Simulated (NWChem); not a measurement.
System: SiH3Br; SMILES [SiH3]Br

```xyz
5

Si     0.0000     0.0000    -1.4171
Br     0.0000     0.0000     0.8093
H      0.9974     0.9974    -1.8938
H     -1.3624     0.3651    -1.8938
H      0.3651    -1.3624    -1.8938
```
Atoms are numbered in this order, from 1.

All runs: NWChem. The geometry was optimised at PBE0/def2-SVP. Level: PBE0/def2-SVP with SMD (1 M gas to 1 M solution), gas-phase geometry. Reactions with the solvent are ignored.

### Question
Estimate the computed values for solvent water. Quantities: solvation free energy (kcal/mol); cavity-dispersion-structure term (kcal/mol); dipole in solution (D).

### Answer
```yaml
solvation free energy (kcal/mol): 0.4
cavity-dispersion-structure term (kcal/mol): 1.2
dipole in solution (D): 1.75
```
